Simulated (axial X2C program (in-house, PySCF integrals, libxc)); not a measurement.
## CoB⁺: properties at the nuclei

Calculated with an axial X2C code built on PySCF integrals: two-component X2C with atomic mean-field Coulomb and Gaunt terms, Gaussian nuclei, basis Co dyall-cv3z, B dyall-v3z with contracted cores.

R = 1.762 Å (near the PBE0 minimum at charge 1 of the determinant lowest at the starting distance; the state shown can have its own minimum elsewhere).

Input and command:
```json
{"zs": [27, 5], "q": 1, "bas": ["dyall-cv3z", "dyall-v3z"], "r0": 1.96, "levels": ["PBE0", "HF", "B3LYP", "LDA", "PBE"], "nst": 3}
```
```bash
python soeom.py task.json out
```

Keys: zs atomic numbers; q charge; bas basis sets; r0 starting distance in Å; levels methods; nst determinants followed.

Determinant lowest in the PBE0 search, Ω = 5/2 (⟨Sz⟩ = 0.50, ⟨Lz⟩ = 2.00 at PBE0), spin on the atoms Co 0.98, B -0.48:

```json
{"level": "PBE0", "Eeff magnitude (GV/cm)": "0.153", "Ws magnitude Co (kHz)": "0.00806", "Ws magnitude B (kHz)": "0.00102", "A∥/gI Co (MHz)": "423", "qzz Co (a.u.)": "-0.57", "A∥/gI B (MHz)": "-52.8", "qzz B (a.u.)": "-0.40"}
{"level": "B3LYP", "Eeff magnitude (GV/cm)": "0.156", "Ws magnitude Co (kHz)": "0.0107", "Ws magnitude B (kHz)": "0.000994", "A∥/gI Co (MHz)": "444", "qzz Co (a.u.)": "-0.66", "A∥/gI B (MHz)": "-52.1", "qzz B (a.u.)": "-0.37"}
{"level": "LDA", "Eeff magnitude (GV/cm)": "0.181", "Ws magnitude Co (kHz)": "0.0199", "Ws magnitude B (kHz)": "0.000535", "A∥/gI Co (MHz)": "496", "qzz Co (a.u.)": "-1.04", "A∥/gI B (MHz)": "-29.5", "qzz B (a.u.)": "-0.17"}
{"level": "PBE", "Eeff magnitude (GV/cm)": "0.222", "Ws magnitude Co (kHz)": "0.0257", "Ws magnitude B (kHz)": "0.000697", "A∥/gI Co (MHz)": "500", "qzz Co (a.u.)": "-0.91", "A∥/gI B (MHz)": "-38", "qzz B (a.u.)": "-0.19"}
```

Eeff is the effective electric field on the electron electric dipole moment in this Ω state and Ws the scalar–pseudoscalar constant of the nucleus named (defined with the proton number Z and per Ω); A∥ (defined per Ω) follows by multiplying with gI = μI/(I μN); qzz is the electric field gradient, eQq0 = 234.96 MHz × Q/barn × qzz. The operators were transformed with the bare-nucleus X2C matrices; with these basis sets, hyperfine constants and field gradients can be off by tens of per cent, and where levels differ in sign neither size nor sign is settled.

Problem. With gI(59Co) = 1.3220, Q(59Co) = 0.42 barn, gI(11B) = 1.7924 (g factors from the IAEA table of nuclear moments by Stone; Q from Pyykkö, Mol. Phys. 2018), turn the PBE0 values of the first state into constants in MHz.

Solution. A∥(59Co) = 423 × 1.3220 = 559 MHz; eQq0(59Co) = 234.96 × (0.42) × (-0.57) = -56.2 MHz; A∥(11B) = -52.8 × 1.7924 = -94.6 MHz.

Each state is one determinant with collinear spin. In the state Ω = 5/2 the atomic spins oppose each other (0.98, -0.48): a broken-symmetry determinant whose values are not spin-projected. Left out as unconverged or as another state under the same occupation: HF in at least one table. States lie within half an eV, so the first need not be the ground state. Further determinants of the search, some of them spin-mixed, are not shown. Where a field gradient or hyperfine factor spreads by more than a factor of two over the levels, a constant derived from it is not to be relied on.
